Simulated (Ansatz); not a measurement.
Cost and result for the atomization energy of `C[SiH2][SiH2]F` (11 atoms, 10 bonds).

```json
{"atom": "C1", "x (Å)": "0.4067", "y (Å)": "-1.6948", "z (Å)": "0.0417"}
{"atom": "Si2", "x (Å)": "-0.7184", "y (Å)": "-0.2663", "z (Å)": "-0.4167"}
{"atom": "Si3", "x (Å)": "0.1786", "y (Å)": "1.7925", "z (Å)": "0.2532"}
{"atom": "F4", "x (Å)": "0.4307", "y (Å)": "1.7791", "z (Å)": "1.8437"}
{"atom": "H5", "x (Å)": "0.5590", "y (Å)": "-1.7319", "z (Å)": "1.1224"}
{"atom": "H6", "x (Å)": "-0.0278", "y (Å)": "-2.6454", "z (Å)": "-0.2752"}
{"atom": "H7", "x (Å)": "1.3830", "y (Å)": "-1.5892", "z (Å)": "-0.4360"}
{"atom": "H8", "x (Å)": "-2.0616", "y (Å)": "-0.4346", "z (Å)": "0.2055"}
{"atom": "H9", "x (Å)": "-0.9094", "y (Å)": "-0.1952", "z (Å)": "-1.8944"}
{"atom": "H10", "x (Å)": "1.4916", "y (Å)": "2.0567", "z (Å)": "-0.3967"}
{"atom": "H11", "x (Å)": "-0.7324", "y (Å)": "2.9291", "z (Å)": "-0.0476"}
```

Total charge 0; spin multiplicity 1. Geometry: relaxed with PBE0-D4/def2-TZVP. It is one conformer, not always the lowest. Program: Ansatz. All runs use 4 threads of an AMD EPYC 7B13 on a shared host. Times are those of one run each, without the atoms' runs, and a repeat can differ threefold. Electronic energies, without spin–orbit coupling; frozen cores. CCSD(T)/CBS adds CCSD(T) − MP2 in def2-TZVPP to the MP2 limit, and its time is that of the two runs behind it. T1 = 0.012. B3LYP takes the VWN-RPA correlation (the form of Gaussian; ORCA's B3LYP/G).

CCSD(T)/CBS is a level of theory with its own doubt, some kJ/mol a heavy atom from the limit and from the frozen cores, so smaller differences don't rank the functionals.

| level | functions | wall time | atomization (kJ/mol) | difference from CCSD(T)/CBS | per bond |
| --- | --- | --- | --- | --- | --- |
| revPBE-D4/def2-TZVPP | 244 | 1.6 s | 3667.3 | -81.5 | -8.2 |
| BLYP-D4/def2-TZVPP | 244 | 1.6 s | 3703.0 | -45.8 | -4.6 |
| PBE-D4/def2-TZVPP (with forces) | 244 | 2.1 s | 3732.0 | -16.8 | -1.7 |
| CCSD(T)/def2-SVP | 99 | 2.7 s | 3505.0 | -243.8 | -24.4 |
| CAM-B3LYP-D4/def2-TZVPP | 244 | 2.8 s | 3754.1 | 5.3 | 0.5 |
| r2SCAN-D4/def2-TZVPP (with forces) | 244 | 3.3 s | 3739.9 | -8.9 | -0.9 |
| B3LYP-D4/def2-TZVPP (with forces) | 244 | 3.5 s | 3734.5 | -14.3 | -1.4 |
| r2SCANh-D4/def2-TZVPP | 244 | 3.7 s | 3725.6 | -23.2 | -2.3 |
| PBE-QIDH/def2-TZVPP | 244 | 4.1 s | 3700.6 | -48.2 | -4.8 |
| ωB97X-V/def2-TZVPP | 244 | 5.5 s | 3761.3 | 12.5 | 1.3 |
| MP2/def2-QZVPP | 464 | 14 s | 3722.6 | -26.2 | -2.6 |
| CCSD(T)/def2-TZVPP | 244 | 68 s | 3656.2 | -92.6 | -9.3 |
| CCSD(T)/CBS(def2) | – | 82 s | 3748.8 | 0.0 | 0.0 |

From r2SCAN to r2SCAN0 (25 % exact exchange), in def2-TZVPP and without D4, the atomization energy moves by −35.0 kJ/mol: exact exchange takes away binding that semilocal exchange gives to molecules. At CCSD(T), def2-SVP lies −243.8 kJ/mol from the extrapolated value and def2-TZVPP −92.6 kJ/mol: correlation converges slowly with the basis, and small sets miss more of it in the bonded molecule than in its fragments. The D4 term adds +32.9 kJ/mol with B3LYP and +17.4 kJ/mol with PBE0; it sums over pairs of atoms, weighted by their polarisabilities, and B3LYP, whose exchange is more repulsive, gets the larger term.
